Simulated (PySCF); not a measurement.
Computed properties of germylsulfanylgermane (Ge2H6S), SMILES [GeH3][S][GeH3]

Ge2H6S, SMILES [GeH3][S][GeH3]. The structure is a stationary point at B3LYP-D3(BJ)/def2-SVP. One conformer was computed; it need not be the lowest. All values are computed for the isolated molecule unless a solvent is named; none is compared with measurement here.

**Structure.** The optimised structure has C2v symmetry. All 21 harmonic modes at B3LYP-D3(BJ)/def2-SVP (PySCF) are real, so it is a minimum. With heavy atoms numbered as in [GeH3:1][S:2][GeH3:3], the shortest bond between them is Ge1–S2 at 2.249 Å and the longest S2–Ge3 at 2.249 Å.

**Vibrations.** The strongest infrared lines (harmonic, unscaled, degenerate partners summed) lie at 821 cm⁻¹ (401 km/mol, H 97 %), 2127 cm⁻¹ (230 km/mol, H 98 %), 2151 cm⁻¹ (144 km/mol, H 99 %). The softest mode is at 63 cm⁻¹ and the zero-point energy is 30.4 kcal/mol.

**Electronic structure.** PBE0/def2-TZVP (PySCF) places the frontier levels at -7.19 and -0.28 eV, a gap of 6.91 eV, and gives a dipole moment of 1.30 D and a mean polarisability of 83.2 bohr³. PBE/def2-TZVP (PySCF) at the same geometry gives -5.99 and -1.15 eV, so its gap is 2.07 eV narrower. An orbital gap is neither the optical nor the fundamental gap.

**Excitations.** TDA-CAM-B3LYP/def2-SVPD (PySCF) has S1 at 5.52 eV (225 nm, f = 0.022, weak); the most intense of the 10 singlets computed lies at 7.13 eV (f = 0.12). T1 (TDA) is at 4.97 eV, 0.55 eV under S1. TDA-PBE/def2-SVPD (PySCF) puts S1 at 4.88 eV. No vertical singlet excitation falls in the visible range (under 3.1 eV).

**NMR.** GIAO shifts at KT2/pcSseg-1 (PySCF) (non-relativistic, atoms alike by connectivity averaged): ¹H at 5.1 ppm against TMS.
